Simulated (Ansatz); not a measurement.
Calculated with Ansatz (gas phase, PBE0-D4/def2-TZVP geometries, no zero-point term in ΔE). CCSD(T)/CBS is the MP2 limit (def2-TZVPP, def2-QZVPP) plus CCSD(T) − MP2 in def2-TZVPP, frozen cores. This one scheme is used for every species. DFT in def2-TZVPP. def2 core potentials past Kr. For Ge, Te outer-core shells are correlated without core-valence functions, which leaves a few kJ/mol of doubt a bond. Scalar relativity is left out up to krypton. Each species was taken in one conformer, which may not be the lowest.

Reaction (substitution at a C–N bond): `N[SiH2]NCO` + `[GeH3][TeH]` → `OC[Te][GeH3]` + `N[SiH2]N`

| level | ΔE (eV) |
| --- | --- |
| PBE-D4 | -0.12 |
| HF/def2-TZVPP | 0.12 |
| CCSD(T)/def2-TZVPP | -0.03 |
| HF/def2-QZVPP | 0.12 |

(1) What does CCSD(T)/CBS give? (An estimate is asked.)

Largest T1 diagnostic among the species: 0.011.

Answers

(1) Computed: -0.12 eV. The listed levels differ from it by 0.00, 0.24, 0.09, 0.24 eV.

From PBE to PBE0 (25 % exact exchange), in def2-TZVPP and without D4, ΔE moves by +0.07 eV. In def2-TZVPP, CCSD(T) changes the Hartree–Fock value by −0.15 eV (the triples alone add −0.04 eV) and MP2 by −0.23 eV.
